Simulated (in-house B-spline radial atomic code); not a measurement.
B3LYP (VWN-RPA) excitations of neutral magnesium

Method: B3LYP (VWN-RPA). Computed with an all-electron radial atomic-structure program (B-spline basis): linear response of the closed shell [Ne] 3s2 with the functional's adiabatic kernel; scalar-relativistic (spin-free one-electron X2C), finite nucleus, no spin-orbit coupling, no double excitations, S, P, D and F terms only.

Command:
```bash
python run_td.py task.json out
```
Settings (radii: box in bohr, nucleus in fm):
```
Z                        12
electrons                12
configuration            [Ne] 3s2
hamiltonian              x2c
method                   b3lyp
box_radius               75
rms_radius               3.057
intervals                78
```

Cost of the run: 0.8 s on 1 thread of Arm Neoverse N1, on a shared host.

The lowest states, in the order of their Tamm-Dancoff energies; the method's threshold (minus the highest occupied level) is 5.300 eV. Labels give the largest channel, * marks a mixed state, and oscillator strengths are full-response dipole values. Measured ¹D terms are left out, since they can mix with doubly excited terms. Semilocal kernels can invert the small singlet-triplet splittings of Rydberg terms. Energies in eV:

| state | full response | Tamm-Dancoff | oscillator strength | measured (J-weighted term) |
| --- | --- | --- | --- | --- |
| 3s → 3p 3P | 2.626 | 2.740 | - | 2.714 |
| 3s → 3p 1P | ? | ? | ? | ? |
| 3s → 4s 3S | 4.662 | 4.664 | - | 5.108 |
| 3s → 4s 1S | ? | ? | - | ? |
| 3s → 4p 3P | 5.087 | 5.090 | - | 5.932 |

**Question.** Where does 3s → 3p 1P lie?

**Answer.** At 4.209 eV in full response, 4.347 eV in Tamm-Dancoff, oscillator strength 1.51; measured 4.346 eV.

**Question.** Where does 3s → 4s 1S lie?

**Answer.** At 4.803 eV in full response, 4.812 eV in Tamm-Dancoff; measured 5.394 eV.

**Question.** How large is the singlet-triplet splitting of 3s → 3p (P terms) in Tamm-Dancoff?

**Answer.** 1.61 eV, from the unrounded values.

**Question.** What polarisabilities and dispersion coefficient does the method give?

**Answer.** Dipole 71.91 bohr³, quadrupole 875 bohr⁵, C6 631.2 hartree·bohr⁶ for two such species. Recommended dipole value: 71.2 ± 0.4 bohr³ (Schwerdtfeger and Nagle, table of static dipole polarizabilities (2023 update)), which includes relativity and correlation.
